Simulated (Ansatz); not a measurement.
System: C2H2O, net charge 0, singlet state. SMILES: C(O)#C
Coordinates optimised at B3LYP-D3(BJ)/def2-TZVP (Ansatz, an electronic-structure program):
```xyz
5

C      1.3080    -0.1153    -0.1364
C      0.1216    -0.0059    -0.0156
O     -1.1689     0.1846     0.0722
H      2.3584    -0.2191    -0.2392
H     -1.5848    -0.5301     0.5735
```

Atomisation energy built up term by term with Ansatz (kcal/mol; UHF references for open shells; valence terms freeze the core; atomic spin-orbit terms are left out). Basis-set limits of correlation are two-point, X^-3; Hartree-Fock from the larger set.

| term | basis | kcal/mol |
|---|---|---|
| Hartree-Fock | cc-pVQZ | 335.87 |
| CCSD correlation | CBS(cc-pVTZ,cc-pVQZ) | (withheld) |
| (T) | CBS(cc-pVTZ,cc-pVQZ) | (withheld) |
| core correlation | cc-pwCVTZ | 2.85 |
| scalar relativity (X2C) | cc-pVTZ-DK against cc-pVTZ | -0.59 |
| sum: De |  | (withheld) |

Question: What belongs in the gaps?

Answer: 
- CCSD correlation, kcal/mol: 148.82
- (T), kcal/mol: 12.64
- sum: De, kcal/mol: 499.6
